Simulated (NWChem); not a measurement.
System meant: MIBC (C₆H₁₄O); SMILES C(C)(C)CC(C)O

The following NWChem deck was run.

```
start job
memory heap 200 mb stack 900 mb global 1100 mb
geometry units angstroms noautosym nocenter noautoz
  C      0.928968     2.503557    -0.084971
  C      0.055953     1.311926     0.331911
  C     -1.408052     1.550524    -0.061482
  C      0.635521     0.003529    -0.240640
  C      0.093691    -1.305534     0.339238
  C      0.942014    -2.509592    -0.078002
  O     -1.255041    -1.469467    -0.103633
  H      0.544539     3.453669     0.339207
  H      0.940132     2.614498    -1.190534
  H      1.980326     2.382888     0.249108
  H      0.104218     1.230260     1.443472
  H     -1.794139     2.484049     0.397760
  H     -1.499946     1.656209    -1.163845
  H     -2.051031     0.703936     0.240613
  H      1.734020     0.005024    -0.072061
  H      0.489527    -0.022033    -1.344607
  H      0.124253    -1.220906     1.456884
  H      1.986117    -2.420807     0.285215
  H      0.524315    -3.451547     0.336712
  H      0.959269    -2.601434    -1.183323
  H     -1.586075    -2.299573     0.284741
end
basis spherical
  * library def2-svp
end
dft
  xc xtpss03 ctpss03
  iterations 150
end
property
  shielding
end
task dft property
```

End of the output:

```
 Vector   32  Occ=0.000000D+00  E= 7.113054D-02
              MO Center=  4.1D-01, -2.9D-01, -2.0D-01, r^2= 8.0D+00
   Bfn.  Coefficient  Atom+Function         Bfn.  Coefficient  Atom+Function
  ----- ------------  ---------------      ----- ------------  ---------------
    73      1.151860   6 C  s               115      0.901594  11 H  s
   140     -0.887398  16 H  s               160     -0.880578  20 H  s
    45      0.844391   4 C  s               145      0.827373  17 H  s
    17     -0.754369   2 C  s                59     -0.680650   5 C  s
   105     -0.523883   9 H  s               125     -0.395409  13 H  s

 center of mass
 --------------
 x =  -0.04853456 y =  -0.04288557 z =   0.01656465

 moments of inertia (a.u.)
 ------------------
        1203.987062839967           9.414049694116           4.018187630719
           9.414049694116         412.569142054254           1.868921408130
           4.018187630719           1.868921408130        1511.479358924316

     Multipole analysis of the density
     ---------------------------------

     L   x y z        total         alpha         beta         nuclear
     -   - - -        -----         -----         ----         -------
     0   0 0 0      0.000000    -29.000000    -29.000000     58.000000

     1   1 0 0      0.237218      0.209536      0.209536     -0.181854
     1   0 1 0     -0.498415     -0.329480     -0.329480      0.160545
     1   0 0 1      0.343487     -0.288029     -0.288029      0.919544

     2   2 0 0    -35.168561   -130.428867   -130.428867    225.689174
     2   1 1 0      1.084484      7.102521      7.102521    -13.120559
     2   1 0 1     -0.850829      1.660335      1.660335     -4.171498
     2   0 2 0    -32.088213   -363.030638   -363.030638    693.973063
     2   0 1 1     -1.246647      1.208058      1.208058     -3.662762
     2   0 0 2    -34.725540    -40.124415    -40.124415     45.523290

          -----------------------------------------
          Chemical Shielding Tensors (GIAO, in ppm)
          -----------------------------------------

 ------------------------------------------------------------------------
  xtpss03: d2 not coded                    0
 ------------------------------------------------------------------------
 ------------------------------------------------------------------------
  current input line :
    36: task dft property
 ------------------------------------------------------------------------
 ------------------------------------------------------------------------
 This error has not yet been assigned to a category
 ------------------------------------------------------------------------
 For more information see the NWChem manual at https://nwchemgit.github.io

0: xtpss03: d2 not coded:Received an Error in Communication
```

**Question.** Find the fault in this run and fix the input.

**Answer.** The program stopped with an error. Cause: this functional's second derivatives, which shieldings need, aren't coded here; the fix takes a hybrid GGA instead. This input runs:
```
start job
memory heap 200 mb stack 900 mb global 1100 mb
geometry units angstroms noautosym nocenter noautoz
  C      0.928968     2.503557    -0.084971
  C      0.055953     1.311926     0.331911
  C     -1.408052     1.550524    -0.061482
  C      0.635521     0.003529    -0.240640
  C      0.093691    -1.305534     0.339238
  C      0.942014    -2.509592    -0.078002
  O     -1.255041    -1.469467    -0.103633
  H      0.544539     3.453669     0.339207
  H      0.940132     2.614498    -1.190534
  H      1.980326     2.382888     0.249108
  H      0.104218     1.230260     1.443472
  H     -1.794139     2.484049     0.397760
  H     -1.499946     1.656209    -1.163845
  H     -2.051031     0.703936     0.240613
  H      1.734020     0.005024    -0.072061
  H      0.489527    -0.022033    -1.344607
  H      0.124253    -1.220906     1.456884
  H      1.986117    -2.420807     0.285215
  H      0.524315    -3.451547     0.336712
  H      0.959269    -2.601434    -1.183323
  H     -1.586075    -2.299573     0.284741
end
basis spherical
  * library def2-svp
end
dft
  xc pbe0
  iterations 150
end
property
  shielding
end
task dft property
```
It converges to -311.69623 Ha (PBE0/def2-SVP, GIAO).
